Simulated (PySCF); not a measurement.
NICS in rings of unrelated molecules.

Definitions: NICS(0) = −σiso at the ring centroid; NICS(1) = −σiso and NICS(1)zz = −σzz at ±1 Å along the ring normal z. Level: GIAO PBE0/pcSseg-1 (PySCF, non-relativistic, gas phase) on the GFN2-xTB geometries, one conformer each. Atom numbers follow the mapped SMILES.

Question: Order these rings by mean NICS(1)zz, lowest (most negative) first (ppm).
A. ring C4–N5–N6–N8–C9 in `[CH3:1][C:2](=[O:3])[c:4]1[n:5][n:6]([CH3:7])[n:8][c:9]1[CH3:10]`
B. ring C5–C6–C7–C8–C9 in `[CH3:1][CH:2]([CH3:3])[PH2+:4][CH:5]1[CH2:6][CH2:7][CH2:8][CH2:9]1` (charge +1)
C. ring C5–C6–C7–C8–S9 in `[CH3:1][Si@H:2]([CH2:3][F:4])[c:5]1[cH:6][cH:7][cH:8][s:9]1`
D. ring C2–C3–C4–C6–C9 in `[CH2:1]=[C:2]1[CH2:3][C:4]([F:5])=[C:6]([S:7][SiH3:8])[CH2:9]1`

Answer: A (-29.5), C (-28.1), B (-6.8), D (-0.1).

```
                SMILES                                                    ring  NICS(0)  NICS(1)  NICS(1)zz  HOMA  rms pucker (Å)  ring atoms with four or more neighbours
     CC(=O)c1nn(C)nc1C     5-membered ring with 3 N; formal bonds all aromatic    -12.0    -12.7      -29.5  0.95            0.00                                        0
    C[Si@H](CF)c1cccs1       5-membered ring with S; formal bonds all aromatic    -12.7    -11.8      -28.1  0.80            0.00                                        0
    CC(C)[PH2+]C1CCCC1          5-membered carbocycle; formal bonds all single     -5.8     -4.1       -6.8     –            0.18                                        5
C=C1CC(F)=C(S[SiH3])C1  5-membered carbocycle; formal bonds 1 double, 4 single     -2.8     -2.5       -0.1     –            0.00                                        2
```

NICS(0) gives another order. The isotropic NICS(1) gives the same order. HOMA uses Krygowski's 1993 parameters; it is left out where a ring has a four-coordinate atom, a triple bond, no multiple bond or a kind of bond without parameters. NICS(1) and NICS(1)zz are means over the two faces.
